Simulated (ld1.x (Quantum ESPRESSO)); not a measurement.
strontium (Sr), RRKJ: configuration errors across variants

| Property | Result |
| --- | --- |
| Element | strontium (Sr) |
| Generator | ld1.x (Quantum ESPRESSO) 7.5 |
| Type | norm-conserving RRKJ (Kleinman–Bylander form) |
| Functional | BLYP |
| Relativity | scalar-relativistic |
| Frozen core | [Kr] |
| Valence charge | 2 |
| Reference configuration | 4d0 5s2 5p0 |
| Partial waves | 5p (bound, empty): rc 3.85 bohr; 4d (bound, empty): rc 3.50 bohr; 5s (bound): rc 2.60 bohr |
| Local potential | the s channel |
| Core correction | a·sin(br)/r model core inside 2.35 bohr |

All-electron excitation energies from the reference (eV): (1) 4d0 5s1 5p0 5.809; (2) 4d0 5s1.5 5p0 2.280; (3) 4d0 5s1 5p1 2.355; (4) 4d0 5s0 5p2 4.890; (5) 4d0.5 5s1.5 5p0 1.153; (6) 4d1 5s1 5p0 2.345; (7) 4d0 5s0 5p1 8.840.

4 further variants failed, have other tests or another functional or relativity, and are left out.

Errors AE − PS in meV (a dash: test not solved or not reliable):

| change | (1) | (2) | (3) | (4) | (5) | (6) | (7) | bound ghosts |
| --- | --- | --- | --- | --- | --- | --- | --- | --- |
| base | +0.4 | +0.6 | -6.1 | -36 | +1.8 | +5.1 | -37 | none |
| wave 5p (bound): rc 3.85 bohr becomes 5p (bound): rc 5.58 bohr | +0.4 | +0.6 | -9.0 | -51 | +1.8 | +5.1 | -53 | none |
| core correction a·sin(br)/r model core inside 3.10 bohr | +18 | +3.4 | +4.4 | +16 | +28 | +88 | +37 | none |
| wave 5s (bound): rc 2.60 bohr becomes 5s (bound): rc 3.04 bohr | -2.9 | -0.3 | -5.0 | -24 | -1.8 | -6.1 | -21 | none |

(1) Give the same row for: wave 4d (bound): rc 3.50 bohr becomes 4d (bound): rc 3.00 bohr.

## Answers

(1) +0.4, +0.6, -6.1, -36, -1.6, -5.9, -37; bound ghosts: none.
